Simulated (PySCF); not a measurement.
H2, SMILES [H][H]. Atoms are numbered in the order given.

```xyz
2

H      0.0000     0.0000    -0.3731
H      0.0000     0.0000     0.3731
```
Charge 0, spin multiplicity 1.

Geometry: PBE0-D3(BJ)/def2-TZVPD.

Method: PySCF with PBE/pcSseg-2.

GIAO shieldings, no solvent; atoms alike by connectivity are averaged. δ = σ(ref) − σ: ¹H against TMS (σ = 31.47 ppm), references at their B3LYP-D3(BJ)/def2-TZVP geometries, non-relativistic.

| nucleus | atoms | count | δ (ppm) |
|---|---|---|---|
| ¹H | H1, H2 | 2 | 4.85 |
